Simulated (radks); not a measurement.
Dipole-allowed excitations along the series with 28 electrons in [Ar] 3d10. All-electron calculation, non-relativistic Kohn-Sham, exchange-only LDA, spin-polarised, spherical densities, point nucleus. Program: a radial shooting solver on a logarithmic mesh with Libxc functionals. Time-dependent linear response with the Hartree and adiabatic exchange-only LDA kernel, continuum included through the Sternheimer equations. Lines are the poles of the dipole polarisability below minus the highest occupied eigenvalue, found on a grid refined at the orbital gaps; the lowest seven at most are given, and weak or close lines can be missed. The first line takes the name of the lowest orbital gap if no other gap lies below it; otherwise a line is named after a gap within 0.6 % of it, if that gap stands alone.

species  -e(HOMO) (eV)  lowest orbital gap (eV)  first line (eV)      f  strongest line (eV)  its f  static alpha (bohr^3)
Ga3+            51.390             3d-4p 25.393   26.131 (3d-4p)  0.501            the first  0.501                  1.488
Ge4+            76.939             3d-4p 37.434   38.292 (3d-4p)  0.528            the first  0.528                 0.8651
As5+            106.16             3d-4p 51.093   51.556 (3d-4p)  0.106       83.658 (3d-4f)  0.539                 0.5582
Se6+            138.86             3d-4p 66.281   67.383 (3d-4p)  0.539       106.44 (3d-4f)  0.797                 0.3860
Br7+            174.95             3d-4p 82.943   84.169 (3d-4p)  0.535  130.81 (unassigned)   1.08                 0.2802
Kr8+            214.33             3d-4p 101.04   102.39 (3d-4p)  0.527  156.70 (unassigned)   1.40                 0.2110
